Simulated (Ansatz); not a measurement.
Basis-set series for `FCCOC(F)F`. Total charge 0; spin multiplicity 1. The geometry is a stationary point of PBE0-D4/def2-TZVP. It is one conformer, not always the lowest.

| functional | basis | functions | energy (Eh) | HOMO (eV) | LUMO (eV) |
| --- | --- | --- | --- | --- | --- |
| PBE0-D4 | def2-TZVPP | 287 | -491.78870 | -8.99 | 1.25 |
| PBE0-D4 | def2-QZVPP | 549 | -491.81425 | -9.03 | 0.67 |
| ωB97M-V | def2-TZVPP | 287 | -492.14086 | -11.41 | 2.69 |
| ωB97M-V | def2-QZVPP | 549 | -492.16531 | -11.46 | 1.79 |

Question: Give the rows for def2-SVP. (Best estimate.)

Answer: Ansatz gave: 
| functional | basis | functions | energy (Eh) | HOMO (eV) | LUMO (eV) |
| --- | --- | --- | --- | --- | --- |
| PBE0-D4 | def2-SVP | 123 | -491.20326 | -8.86 | 1.76 |
| ωB97M-V | def2-SVP | 123 | -491.53996 | -11.27 | 3.43 |

Positive LUMOs are unbound and depend on the basis.
